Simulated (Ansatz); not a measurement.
Geometry optimisation, RKS PBE0-D4/def2-SVP (Ansatz 0.2.0).

The input (input.yaml):

```yaml
crystal:
  periodic: [false, false, false]
  atoms:
    - { symbol: Ga, position_ang: [0.0, 0.0, 0.0] }
    - { symbol: C, position_ang: [0.0, 0.0, 1.98] }
    - { symbol: H, position_ang: [-0.9996, -0.3092, 2.3505] }
    - { symbol: H, position_ang: [0.7676, -0.7111, 2.3505] }
    - { symbol: H, position_ang: [0.232, 1.0203, 2.3505] }
    - { symbol: H, position_ang: [1.3596, 0.0, -0.785] }
    - { symbol: H, position_ang: [-1.3596, 0.0, -0.785] }
basis:
  gaussian: { orbitals: def2-SVP }
hamiltonian:
  xc: pbe0
  dispersion: d4
relax:
  f_tol: 0.02
  max_steps: 40
output:
  orbitals: {}
```

Launched with:

```bash
$ ansatz run input.yaml --threads 1 --pin off --max-ram 2048MiB --backend cpu --events-out ev --progress --plain --runs-dir out
```

Where does it end, and by what steps?

It converged. After 3 steps the energy has fallen by 0.015 eV; H3 moved furthest, 0.04 Å.

```
step  energy less start (eV)  largest force component (eV/Å)  accepted
   0                  0.0000                           0.348       yes
   1                 -0.0137                           0.118       yes
   2                 -0.0150                           0.033       yes
   3                 -0.0150                           0.009       yes
```

```xyz
7
Properties=species:S:1:pos:R:3
Ga -0.007 -0.006 0.002
C -0.010 -0.018 1.969
H -0.985 -0.300 2.391
H 0.765 -0.692 2.366
H 0.234 0.996 2.332
H 1.359 0.009 -0.784
H -1.355 0.010 -0.814
```

The run took 8.8 s on 1 thread of AMD EPYC 7B13 (Zen 3), with other jobs on the host, peak memory 0.15 GiB.
